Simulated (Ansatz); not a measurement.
`N/C(O)=N\C=O` and `N/C(O)=N\[SiH3]` differ in one atom or group.

Ansatz, PBE0-D4/def2-TZVP geometries, multiplicity 1. Each molecule was computed in one conformer, which needn't be the lowest.

```csv
property,`N/C(O)=N\C=O`
size of the dipole moment (PBE/def2-TZVPP) / D,2.80
HOMO energy (PBE0/def2-TZVPP) / eV,-7.53
LUMO energy (PBE0/def2-TZVPP) / eV,-0.76
LUMO energy (PBE/def2-TZVPP) / eV,-1.77
size of the dipole moment (ωB97M-V/def2-TZVPP) / D,2.72
LUMO energy (ωB97M-V/def2-TZVPP) / eV,1.48
```

Task: What does the change do to each property? (Estimate.)

Result: The calculation gave: 
| property | `N/C(O)=N\[SiH3]` | shift |
| --- | --- | --- |
| size of the dipole moment (PBE/def2-TZVPP) / D | 2.20 | -0.60 |
| HOMO energy (PBE0/def2-TZVPP) / eV | -7.31 | 0.22 |
| LUMO energy (PBE0/def2-TZVPP) / eV | 0.56 | 1.32 |
| LUMO energy (PBE/def2-TZVPP) / eV | -0.30 | 1.47 |
| size of the dipole moment (ωB97M-V/def2-TZVPP) / D | 2.22 | -0.50 |
| LUMO energy (ωB97M-V/def2-TZVPP) / eV | 2.07 | 0.59 |

With PBE0 the HOMO rises by 0.22 eV and the LUMO rises by 1.32 eV, so the gap widens by about 1.10 eV. PBE moves the HOMO by -0.11 eV and ωB97M-V by 0.39 eV. Dipoles are sizes alone; their direction can turn.
